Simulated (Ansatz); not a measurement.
Pb3⁻, relaxed as a doublet with UKS PBE0-D4/def2-SVPD in Ansatz, starting from the GFN1-xTB geometry. Force threshold 0.02 eV/Å.

In the def2 sets Pb takes a core potential; there is no spin–orbit coupling. The charge -1 doublet is spin-contaminated (final ⟨S²⟩ up to 1.31, 0.75 for a pure state). Another isomer (doublet) lies 0.85 eV lower at PBE0-D4/def2-TZVPD; other spin states weren't run for this one.

Start:

```
atom   x (Å)   y (Å)   z (Å)
 Pb1  -1.579  -1.378  -0.569
 Pb2   1.579   1.378   0.569
 Pb3   0.000   0.000   0.000
```

```
        step  energy (eV)  largest force component (eV/Å)  SCF passes
           1  -15739.9932                          16.284         157
           2  -15744.9116                           7.017         143
           3  -15746.9053                           2.366         355
           4  -15747.2778                           1.163         192
           5  -15747.4368                           0.040         198
6 (rejected)  -15747.4363                           0.077         210
           7  -15747.4370                           0.053         200
           8  -15747.4371                           0.005         200
```

Force components are those of the run's own axes.

End:

```xyz
3

Pb   -2.043   -1.781   -0.735
Pb    2.030    1.775    0.733
Pb    0.013    0.005    0.002
```

By distances, no bond broke or formed. The bond that changes most is Pb1–Pb3, from 2.17 to 2.82 Å (atoms count from 1).

No frequencies were taken in this run, so the end may be a saddle point.

Hardware: 4 threads of Arm Neoverse V2 on a shared host. Wall time 3.1 min, peak host memory 0.55 GiB.
